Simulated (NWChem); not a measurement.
# CH7BO2Si; SMILES [SiH3]CB(O)O

```xyz
12

Si     0.0000    -1.8025     0.2713
C      0.0003    -0.3305    -0.9255
B      0.0000     1.0549    -0.1425
O     -1.1558     1.6896     0.2416
O      1.1556     1.6899     0.2418
H     -0.0032    -3.1166    -0.4647
H      1.2221    -1.7561     1.1501
H     -1.2195    -1.7522     1.1535
H     -0.8913    -0.4367    -1.5808
H      0.8916    -0.4365    -1.5811
H     -1.9480     1.2030    -0.0382
H      1.9480     1.2036    -0.0381
```
Atoms are numbered in this order, from 1.

All runs: NWChem. The geometry was optimised at PBE-D3(BJ)/def2-SVP. Not confirmed as a minimum by frequencies.

For level PBE/STO-3G:

```
Item                         Result
---------------------------  ------
highest occupied level (eV)   -3.24
orbital gap (eV)               7.22
dipole (D)                     1.68
```

Q: How do the values read with level PBE/def2-SVP instead?

A: The highest occupied level (eV) is -7.14. The orbital gap (eV) is 6.89 and the dipole (D) is 2.42.
